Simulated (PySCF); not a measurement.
Task: Write Cartesian coordinates for `CC[P+]1(NC)C=CC=C1` as optimised with PBE0-D3(BJ)/def2-SVP. (Charge +1.)

Result: 
```xyz
22
C7H13NP angstrom
C      2.4259    1.0643    0.5275
C      1.8736   -0.2971    0.1260
P      0.0779   -0.3184   -0.0811
N     -0.3431   -1.8258   -0.5825
C     -1.7149   -2.1935   -0.9120
C     -0.7596    0.3649    1.3636
C     -1.3793    1.4946    0.9801
C     -1.2389    1.8330   -0.4610
C     -0.5235    0.9589   -1.1906
H      3.5183    0.9972    0.6230
H      2.0261    1.4006    1.4945
H      2.2037    1.8327   -0.2265
H      2.1065   -1.0691    0.8799
H      2.2864   -0.6458   -0.8354
H      0.2756   -2.5845   -0.3091
H     -2.2943   -2.5088   -0.0302
H     -1.7037   -3.0114   -1.6448
H     -2.2228   -1.3370   -1.3780
H     -0.7389   -0.0528    2.3712
H     -1.9498    2.1358    1.6572
H     -1.6960    2.7353   -0.8759
H     -0.3017    1.0219   -2.2566
```

Orientation and origin are arbitrary. Atoms count from 1 in this order. The C–C distances run from 1.344 Å (C6=C7, drawn double) to 1.523 Å (C1–C2, drawn single), a spread of 0.179 Å. C7 (alkene CH carbon) is planar (angles 123.8°, 121.1° and 115.1°, sum 360.0°, 0.00 Å off the plane of its three neighbours). C6 (alkene CH carbon) is planar (angles 126.4°, 125.8° and 107.7°, sum 360.0°, 0.01 Å off the plane of its three neighbours). N4 (nitrogen bonded to C, P and H) has angles 122.8°, 116.5° and 116.4°, sum 355.7°, 0.16 Å off the plane of its three neighbours.

Bonds between heavy atoms (Å): C1–C2 1.523, C2–P3 1.808, P3–N4 1.643, N4–C5 1.458, P3–C6 1.804, C6=C7 1.344, C7–C8 1.487, C8=C9 1.345, P3–C9 1.796.

Level of theory: PySCF 2.14.0, PBE0-D3(BJ)/def2-SVP geometry optimisation, gas phase.

PBE0-D3(BJ)/def2-SVP frequencies: not computed here. Torsions: C1–C2–P3–N4 177°, C2–P3–N4–C5 -177°.

Hardware: an Arm Neoverse V2 with one thread, no GPU, shared host with 96 logical CPUs at a one-minute load of 52. Cost: 3.3 min, 0.85 GiB resident at most. This is the geometry optimisation.

One conformer stands for the species.
